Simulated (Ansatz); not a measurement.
# Ligand exchange: GeH2(CH3)2 + Si(CH3)2Cl2 → GeH2(CH3)Cl + Si(CH3)3Cl

Species: GeH2(CH3)2, singlet; Si(CH3)2Cl2 (dichlorodimethylsilane), singlet; GeH2(CH3)Cl, singlet; Si(CH3)3Cl (chlorotrimethylsilane), singlet. The partners trade CH3 for Cl: Ge–CH3 and Si–Cl bonds give way to Ge–Cl and Si–CH3.

Shapes, held fixed at every level: PBE0-D4/def2-TZVP. Programs: Ansatz 0.2.0. The zero-point and thermal change to 298 K, harmonic and unscaled (PBE0-D4/def2-TZVP), is -0.2 kJ/mol.

Problem. Estimate ΔH(298 K) of this reaction.

Solution. The highest level, CCSD(T)/def2-TZVPP, gives ΔH(298 K) = +10.0 kJ/mol; the levels span -1.0 to +12.9. They disagree on the sign: 7 of 8 are positive. The column of differences is taken from that level and isn't an error. No measured value is set beside it here. Relativity is left out for Ge unless named. Correlated rows may include outer-core shells of Ge, which these sets cover unevenly.

```csv
level,kind,ΔH(298 K) (kJ/mol),less CCSD(T)/def2-TZVPP
HF/def2-SVP,Hartree–Fock,-1.0,-11.0
PBE-D4/def2-TZVPP,GGA,+8.1,-1.9
B3LYP-D4/def2-TZVPP,global hybrid,+5.9,-4.1
BHLYP-D4/def2-TZVPP,global hybrid,+4.5,-5.5
B2PLYP/def2-TZVPP,double hybrid,+7.7,-2.3
MP2/def2-SVP,perturbation theory,+9.3,-0.7
MP2/def2-TZVPP,perturbation theory,+12.9,+2.9
CCSD(T)/def2-TZVPP,coupled cluster or CI,+10.0,0.0
```
